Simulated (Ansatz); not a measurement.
```xyz
5

O    -0.247   -0.377    1.637
Mo    0.039   -0.064    0.034
F    -0.501   -1.495   -0.977
F     1.814    0.325   -0.208
S    -1.105    1.611   -0.486
```

Total charge 0; spin multiplicity 1. Mo takes the def2 core potential.

Task: List the ωB97M-V/def2-TZVPP orbital energies in eV (Ansatz 0.2.0). (Best estimate.)

Result: Ansatz gave: Occupied: -2427.59, -678.55, -678.55, -528.08, -221.57, -164.62, -164.61, -164.54, -78.03, -51.06, -50.75, -50.49, -36.20, -35.98, -29.69, -22.44, -17.30, -17.13, -16.53, -16.50, -16.24, -15.42, -14.73, -14.28, -13.74, -12.29, -11.23, -10.57. Lowest empty: -1.42, -1.38, 0.03, 0.38, 0.87, 1.15, 1.76, 1.82.
